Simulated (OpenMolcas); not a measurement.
# P: CASPT2 settings compared

* Program: OpenMolcas 26.06
* Basis: ANO-L-VDZP [4s3p1d]
* Scalar Hamiltonian: non-relativistic, point nucleus
* Active space: 5 electrons in 8 orbitals (3s 3p 4s 4p)
* State averaging: 2S+1 = 4 odd, 1 root; 2S+1 = 2 odd, 8 roots kept (CI in the orbitals of an earlier block)
* Spin-orbit coupling: state interaction with AMFI integrals over the reference wave functions, term energies averaged over their components

Methods on the same reference wave functions:
A. CASSCF
B. SS-CASPT2, IPEA 0.5 Eh, sigma1 regulariser 0.2 Eh (closed shells correlated: 2s 2p)
C. SS-CASPT2, IPEA 0.5 Eh, imaginary shift 0.5 Eh (closed shells correlated: 2s 2p)
D. SS-CASPT2, IPEA 0.6 Eh, sigma1 regulariser 0.2 Eh (closed shells correlated: none)

Energies in cm⁻¹ above 3s² 3p³ ⁴S°_3/2, the measured ground level; measured values from NIST Handbook of Basic Atomic Spectroscopic Data.

```
          Level      A      B      C      D  Measured
3s² 3p³ ⁴S°_3/2    0.0    0.0    0.0    0.0       0.0
3s² 3p³ ²D°_3/2  14608  13890  13910  13900     11361
3s² 3p³ ²D°_5/2  14632  13910  13930  13920     11377
3s² 3p³ ²P°_1/2  19451  20500  20490  20450     18723
3s² 3p³ ²P°_3/2  19472  20510  20510  20470     18748
```

Deviations, from unrounded energies. A percentage is the sum of absolute deviations over the sum of measured energies, with the sign that they share, or ± where signs differ.

```
                        Against measurement  Levels      A      B      C      D
             mean absolute deviation (cm-1)       4   2000   2100   2200   2100
other terms of the ground configuration (%)       4  +13.2  +14.3  +14.3  +14.2
```

A lies closest to measurement on these levels and C furthest from it. The largest miss of A in the table is 3s² 3p³ ²D°_5/2, by +3300 cm-1. The ranking rests on the paired levels alone, and a cruder setting can come out closer through cancelling errors.

Among B to D the level of the table that moves most is 3s² 3p³ ²P°_1/2, by 46 cm-1 (lowest in D, highest in B). Moves below CASPT2's spread within the term are not significant.

The mean deviations of B to D differ by less than CASPT2's widest spread within a term (190 cm-1), so their order carries little weight.

From A to B the spin-free energies of the other terms of 3s² 3p³ shown, above ⁴S°, scale by factors of 0.95 to 1.05.

The lowest spin-free term lies below A's lowest term by 0.058 hartree in B, 0.057 hartree in C, 0.052 hartree in D.

CASPT2 does not keep the components of a term degenerate, so their means are used; among the terms shown or strongly mixed into the levels shown the widest spread is 190 cm-1 (3s² 3p³ ²D°, D). Terms from blocks run as CI alone lack orbitals of their own. Active for correlation alone: 4p 4s; no level in the range computed is led by a configuration that fills them, so any true level of that kind is missing. Without dynamic correlation excited terms often stand tens of per cent too high (terms of higher spin than the ground term too low), and those without a measured partner can miss by more than the paired ones (holds for A). Some terms miss by over 15 % even with CASPT2, which points to a basis or an active space too small for the shells correlated (holds for B; C; D). Measured partners are found by configuration, term and J. A level has none where our copy of the source lacks it or the pairing is in doubt (some pairs that miss far off the trend of their configuration count as doubtful), and it then counts in no deviation. Only configurations of the active space appear.

° marks odd parity.
